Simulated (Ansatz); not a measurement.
Basis-set series for BClFH3OSi, SMILES `O[SiH2]B(F)Cl`. The species carries charge 0 and has multiplicity 1. The geometry is a stationary point of PBE0-D4/def2-TZVP. It is one conformer, not always the lowest.

```csv
functional,basis,functions,energy (Eh),HOMO (eV),LUMO (eV)
PBE0-D4,def2-SVP,93,-950.66937,-8.30,-1.55
PBE0-D4,def2-QZVPP,401,-951.21354,-8.47,-1.79
ωB97M-V,def2-SVP,93,-951.04474,-10.44,0.60
ωB97M-V,def2-QZVPP,401,-951.59038,-10.64,0.27
```

(1) Give the rows for def2-TZVPP. (Best estimate.)

## Answers

(1) Ansatz gave: 
```json
{"functional": "PBE0-D4", "basis": "def2-TZVPP", "functions": "219", "energy (Eh)": "-951.17900", "HOMO (eV)": "-8.44", "LUMO (eV)": "-1.74"}
{"functional": "ωB97M-V", "basis": "def2-TZVPP", "functions": "219", "energy (Eh)": "-951.55793", "HOMO (eV)": "-10.60", "LUMO (eV)": "0.34"}
```

Positive LUMOs are unbound and depend on the basis.
